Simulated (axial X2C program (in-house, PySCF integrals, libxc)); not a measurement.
Density and ELF of MoP⁻

Computed with an axial X2C code built on PySCF integrals. Two-component (2c) means X2C with spin–orbit coupling and atomic mean-field two-electron Coulomb and Gaunt terms. Basis: Mo dyall-acv3z [12s13p10d5f3g], P dyall-av3z [9s8p3d2f] (cores contracted in-house); Gaussian nuclei, density fitting, unrestricted open shells. Masses: Mo 97.905 u, P 30.974 u.

PBE0, with spin–orbit coupling, state Ω = 1 (⟨Sz⟩ = 2.00, ⟨Lz⟩ = -1.00 at PBE0); Mo at z = 0, P at z = 2.177 Å.

The maps cover the half plane through the axis: z from -2.4 to 4.2 Å along the bond, ρ from 0.15 to 2.25 Å away from it.

log10 of the density in e/bohr³:

```
 ρ\z  -2.4  -1.8  -1.2  -0.6   0.0   0.6   1.2   1.8   2.4   3.0   3.6   4.2
0.15  -3.0  -2.4  -1.5  -0.2   1.7  -0.2  -0.9  -0.2   0.6  -1.0  -1.7  -2.5
0.45  -3.0  -2.4  -1.6  -0.5   0.1  -0.5  -1.0  -0.8  -0.6  -1.1  -1.8  -2.6
0.75  -3.0  -2.5  -1.8  -1.0  -0.5  -1.0  -1.2  -1.0  -1.0  -1.4  -2.0  -2.7
1.05  -3.1  -2.6  -2.0  -1.4  -1.2  -1.4  -1.5  -1.3  -1.3  -1.6  -2.2  -2.9
1.35  -3.2  -2.7  -2.2  -1.8  -1.7  -1.8  -1.8  -1.7  -1.7  -2.0  -2.5  -3.1
1.65  -3.3  -2.8  -2.4  -2.1  -2.0  -2.1  -2.1  -2.0  -2.1  -2.3  -2.7  -3.3
1.95  -3.4  -3.0  -2.6  -2.4  -2.4  -2.4  -2.4  -2.4  -2.4  -2.6  -3.0  -3.5
2.25  -3.5  -3.2  -2.9  -2.7  -2.6  -2.7  -2.7  -2.7  -2.8  -3.0  -3.3  -3.7
```

Electron localisation function (collinear form, no current term, damped to 0 at low density):

```
 ρ\z  -2.4  -1.8  -1.2  -0.6   0.0   0.6   1.2   1.8   2.4   3.0   3.6   4.2
0.15  0.05  0.07  0.18  0.78  0.54  0.69  0.65  0.40  0.86  0.82  0.85  0.53
0.45  0.06  0.10  0.18  0.71  0.33  0.63  0.66  0.09  0.10  0.89  0.83  0.49
0.75  0.10  0.17  0.21  0.48  0.73  0.37  0.65  0.69  0.62  0.89  0.78  0.41
1.05  0.14  0.28  0.32  0.37  0.43  0.23  0.61  0.80  0.84  0.84  0.68  0.30
1.35  0.18  0.38  0.46  0.43  0.33  0.23  0.55  0.73  0.77  0.74  0.54  0.19
1.65  0.19  0.44  0.56  0.50  0.35  0.28  0.46  0.60  0.63  0.57  0.37  0.10
1.95  0.16  0.44  0.59  0.54  0.42  0.30  0.34  0.44  0.46  0.39  0.20  0.04
2.25  0.10  0.37  0.54  0.52  0.43  0.29  0.24  0.28  0.29  0.21  0.09  0.01
```

Axial spin density in 10⁻³ e/bohr³:

```
 ρ\z  -2.4  -1.8  -1.2  -0.6    0.0   0.6   1.2    1.8    2.4   3.0   3.6   4.2
0.15   0.6   1.8   8.5  84.7  463.3  79.7   0.9   -1.8   -4.1  -8.7  -2.6  -0.5
0.45   0.6   2.0   9.3  68.4  108.8  68.9  -0.4  -13.2   -6.2  -7.7  -2.2  -0.5
0.75   0.7   2.2   9.2  45.4  100.7  39.7  -0.7  -13.8  -11.3  -5.5  -1.6  -0.3
1.05   0.6   2.1   7.7  25.9   43.2  19.0   0.0   -7.7   -7.0  -3.2  -1.0  -0.2
1.35   0.6   1.8   5.6  13.9   18.5   9.1   0.5   -3.3   -3.3  -1.6  -0.5  -0.1
1.65   0.5   1.4   3.7   7.3    8.4   4.6   0.7   -1.2   -1.3  -0.7  -0.3  -0.1
1.95   0.4   1.0   2.3   3.9    4.1   2.4   0.6   -0.3   -0.5  -0.3  -0.1   0.0
2.25   0.3   0.7   1.3   2.1    2.1   1.3   0.5    0.0   -0.1  -0.1  -0.1   0.0
```

Occupations by symmetry block were frozen at the best pattern of an incomplete PBE0 search. Density functionals use the spin component along the axis (collinear). Other states lie close and PBE0, whose exact exchange favours high spin, may order them wrongly; the determinant shown need not be the ground state. The nearest other 2c determinant of the search, Ω = 3, lies 0.06 eV up at the distance of the search. The functionals have no current-density term, which raises determinants with orbital currents, atoms included. With several unpaired electrons one determinant need not be a pure state. Open-shell Ω = 0 determinants with evenly filled partner blocks cannot be reached by this program, so the Ω shown need not be the lowest component. The highest occupied level of some functionals is positive through self-interaction error; at Hartree–Fock it is bound. The determinant is spin-polarised beyond a pure state at some levels (its spin-free form has ⟨S²⟩ too high), which makes Re and μ there less reliable.
